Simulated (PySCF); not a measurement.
# Interval between two levels of Pt³⁺ by level of theory

Pt³⁺ [Xe] 4f14 5d7 [4F9/2, M_J = 9/2] → Pt³⁺ [Xe] 4f14 5d6 6s1 [6D9/2, M_J = 9/2], as a difference of total energies. Calculation: PySCF 2.14, in x2c-SVPall-2c with one added diffuse shell each of s, d type (8s9p10d2f, 99 functions); the two-component X2C-1e Hamiltonian. Correlated levels: [Kr] 4d10 4f14 frozen; the 22 highest virtual spinors dropped. "Screened" scales the spin-orbit matrix elements by Boettger's factors to mimic the two-electron term; Breit and QED terms are absent.

| method | interval between two levels (cm⁻¹) |
| --- | --- |
| GHF (spin-free) | 44557 |
| GMP2 (spin-free) | 47270 |
| GHF (screened spin-orbit) | 46024 |
| GMP2 (screened spin-orbit) | 48603 |

The labels give the starting determinants; with spin-orbit coupling the two ends relaxed to ⟨J²⟩ = 24.76, ⟨L²⟩ = 13.37, ⟨S²⟩ = 3.43 and ⟨J²⟩ = 24.77, ⟨L²⟩ = 6.90, ⟨S²⟩ = 8.26.
